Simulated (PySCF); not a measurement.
**Telling isomers of C2H10BN apart by NMR**

No solvent model, a single conformation, averaged over atoms made equivalent by symmetry, fast rotation or ring inversion, non-relativistic. B3LYP/pcJ-1 coupling constants (spin–dipole term left out of most H,H and C,H couplings); shieldings: GIAO PBE0/pcSseg-1; structure optimised with PBE0-D3(BJ)/def2-SVP; PySCF.

Shifts are taken against calculated references (same method and geometry level): TMS for 1H (σ = 31.27 ppm), 13C (σ = 184.41 ppm). Multiplet labels drop J under 1 Hz and among equivalent protons, and merge close values. Unscaled 3J(H,H) run several per cent high. Couplings to H on boron are left out. Carbons bonded to boron are broad in practice. Shifts are as computed. Against solution values, carbons near 30 ppm lie about +2 ppm off and those near 130 ppm about +5 ppm. Of 1211 compounds with measured shifts, 218 miss one by over three times the rms of a fit or turn the order of signals round; such compounds aren't used in these exercises. Across acyclic CH2–CH2 and CH–CH2 bonds, 3J(H,H) assumes equally populated rotamers. OH and NH positions are gas-phase values without hydrogen bonding to other molecules.

(1) Tabulate the signals of `C[BH-](C)[NH3+]`, `C[BH2-][NH2+]C`, `[BH3-][NH2+]CC` and their relative energies.

(2) What is the quickest way to tell C[BH-](C)[NH3+] from [BH3-][NH2+]CC?

(3) What is the quickest way to tell C[BH2-][NH2+]C from [BH3-][NH2+]CC?

(4) What is the quickest way to tell C[BH-](C)[NH3+] from C[BH2-][NH2+]C?

## Answers

(1) 
```json
{"SMILES": "C[BH-](C)[NH3+]", "carbon types": "2×CH3", "δC": "8.5", "δH": "2.52 (br, 1H), 2.23 (br s, 3H), -0.21 (s, 6H)", "E rel. (kcal/mol)": "0.0"}
{"SMILES": "C[BH2-][NH2+]C", "carbon types": "2×CH3", "δC": "33.8, 3.8", "δH": "2.58 (s, 3H), 2.22 (br, 2H), 2.14 (br s, 2H), -0.11 (s, 3H)", "E rel. (kcal/mol)": "11.7"}
{"SMILES": "[BH3-][NH2+]CC", "carbon types": "1×CH2 1×CH3", "δC": "45.7, 17.4", "δH": "2.63 (q, 2H), 2.34 (br s, 2H), 2.07 (br, 3H), 1.10 (t, 3H)", "E rel. (kcal/mol)": "16.5"}
```

Energies are electronic energies at PBE0/pcSseg-1 on these geometries, without zero-point or thermal terms, each for the one conformer computed, which needn't be the lowest.

(2) Count the carbon signals: 1 against 2. The first has a methyl carbon bonded to B (CH3) at 8.5 ppm, the second an sp3 CH2 bonded to N at 45.7 ppm.

(3) Both give the same number of carbon signals, but DEPT or the intensities differ. The first has a methyl carbon bonded to N (CH3) at 33.8 ppm, the second an sp3 CH2 bonded to N at 45.7 ppm.

(4) Count the carbon signals: 1 against 2. The first has a methyl carbon bonded to B (CH3) at 8.5 ppm, the second a methyl carbon bonded to N (CH3) at 33.8 ppm.
